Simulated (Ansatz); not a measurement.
Ansatz (a first-principles code) input:

Ansatz 0.2 input:
```yaml
crystal:
  periodic: [false, false, false]
  atoms:
    - {symbol: W, position_ang: [-0.00000000, -0.00000000, -0.42888623]}
    - {symbol: Cl, position_ang: [0.00000000, 0.00000000, 1.86691652]}
basis:
  gaussian:
    orbitals: def2-SVPD
magnetization: {spin_polarized: true, initial_magnetization: 5}
correlation: {method: ccsd_t, electrons: outside_noble_gas}
```

Task: Predict the final energy.

Result: -526.01801 Eh (CCSD(T)/def2-SVPD). The basis has 62 functions.

The spin state was set by rule; other spins were not relaxed.
